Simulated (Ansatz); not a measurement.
Program: Ansatz. Geometries: PBE0-D4/def2-TZVP. ΔE: electronic, gas phase. CCSD(T)/CBS is the MP2 limit (def2-TZVPP, def2-QZVPP) plus CCSD(T) − MP2 in def2-TZVPP, frozen cores. Functionals use def2-TZVPP. Each species was taken in one conformer, which may not be the lowest.

Reaction (formal exchange of groups at the Si–C bond): `F[Si@H]1N[C@@H]1[SiH3]` + `BOCC` → `BOC(C)[SiH3]` + `F[SiH]1CN1`

`F[Si@H]1N[C@@H]1[SiH3]`:

Z-matrix (Å, degrees):
```
Si
N 1 1.688
C 1 1.817 2 51.7
F 1 1.586 2 117.4 3 112.6
H 1 1.471 2 123.5 3 -108.5
H 2 1.009 1 130.0 3 108.7
Si 3 1.862 1 120.5 2 -107.9
H 3 1.091 1 119.0 2 99.5
H 7 1.486 3 110.3 1 -105.3
H 7 1.490 3 111.1 1 133.7
H 7 1.490 3 109.2 1 15.3
```

`BOCC`:

Cartesian coordinates in Å:
```
B -1.177 -1.398 0.730
O -0.310 -0.399 0.934
C -0.155 0.672 0.013
C 1.231 0.651 -0.582
H -1.222 -2.258 1.562
H -1.869 -1.409 -0.255
H -0.922 0.597 -0.767
H -0.321 1.599 0.569
H 1.987 0.697 0.203
H 1.391 -0.260 -1.163
H 1.368 1.509 -1.245
```

`BOC(C)[SiH3]`:

Z-matrix (Å, degrees):
```
C
O 1 1.432
Si 1 1.900 2 107.7
C 1 1.514 2 109.1 3 123.0
H 1 1.099 2 108.7 3 -117.5
B 2 1.340 1 122.4 3 116.8
H 3 1.488 1 109.1 2 -177.7
H 3 1.486 1 109.6 2 62.6
H 3 1.486 1 109.6 2 -58.0
H 4 1.093 1 110.5 2 -179.4
H 4 1.092 1 110.9 2 -59.2
H 4 1.093 1 110.7 2 60.8
H 6 1.204 2 120.2 1 0.6
H 6 1.196 2 116.9 1 -179.5
```

`F[SiH]1CN1`:

```xyz
8

F    -0.773   -1.542    1.363
Si   -0.442   -0.849   -0.033
C    -0.151    0.945   -0.073
N     0.988   -0.020   -0.299
H    -0.987   -1.729   -1.077
H    -0.354    1.612   -0.909
H    -0.164    1.460    0.889
H     1.882    0.123    0.139
```

```
         level  ΔE (kJ/mol)
       PBE0-D4         27.2
        r2SCAN         28.9
MP2/def2-TZVPP         28.4
 MP2/CBS(def2)         29.0
```

Task: What does CCSD(T)/CBS give? (Estimate.)

Result: The calculation gave: +27.8 kJ/mol. The listed levels differ from it by -0.6, 1.1, 0.6, 1.2 kJ/mol.

Largest T1 diagnostic among the species: 0.013.
